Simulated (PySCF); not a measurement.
C3H9FOSi, singlet, geometry from GFN2-xTB. Base run: PySCF with HF/6-31G.

PySCF was given this input:
```python
from pyscf import gto, scf, solvent

mol = gto.M(
    atom='''
Si    1.48716328   -0.29254100    0.47693435
F     1.92373272    1.20019383    0.04759980
O     0.04995794   -0.66678724   -0.11977853
C    -1.26758122   -0.22134055    0.10791692
C    -2.20417854   -1.10216825   -0.71283655
C    -1.41301220    1.24992452   -0.26351133
H     1.54596036   -0.23433114    1.92992288
H     2.34176805   -1.21822689   -0.22956070
H    -1.49198583   -0.34943235    1.17721585
H    -3.23832485   -0.82774741   -0.52463023
H    -1.98879480   -0.98093913   -1.77135999
H    -2.05906433   -2.14607663   -0.44737271
H    -0.74452267    1.85780483    0.34058635
H    -2.43610213    1.57804808   -0.10141981
H    -1.15384611    1.39053351   -1.31004702
''',
    basis='6-31g',
    verbose=4,
)

mf = scf.RHF(mol)
mf.kernel()
```

Variants of this job, named by their change:

| change | ΔE vs base (kJ/mol) | dipole (D) | HOMO-LUMO gap (eV) |
|---|---|---|---|
| base | 0.00 | 2.45 | 16.47 |
| model = IEF-PCM; solvent = dimethylsulfoxide; lebedev_order = 11 | -23.13 | 2.95 | 16.40 |
| model = IEF-PCM; solvent = dimethylsulfoxide; vdw_scale = 1.1 | -34.6 | 3.05 | 16.41 |
| model = ddCOSMO; solvent = dimethylsulfoxide | -21.73 | 2.91 | 16.48 |
| model = C-PCM; solvent = dimethylsulfoxide | -24.43 | 2.98 | 16.40 |
| model = IEF-PCM; solvent = dimethylsulfoxide; r_probe = 0.5 | -9.54 | 2.77 | 16.42 |
| model = IEF-PCM; solvent = dimethylsulfoxide; lebedev_order = 41 | -24.20 | 2.97 | 16.40 |
| model = IEF-PCM; solvent = dimethylsulfoxide; vdw_scale = 1.0 | -51.4 | 3.13 | 16.42 |
| model = IEF-PCM; solvent = acetonitrile | -23.81 | 2.96 | 16.40 |
| model = SS(V)PE; solvent = dimethylsulfoxide | -23.68 | 2.94 | 16.40 |
| model = IEF-PCM; solvent = water | -24.46 | 2.98 | 16.40 |
| model = COSMO; solvent = dimethylsulfoxide | -24.15 | 2.97 | 16.40 |

The base is the gas phase, so ΔE is the electrostatic part of solvation at a fixed geometry, without cavity and dispersion terms.
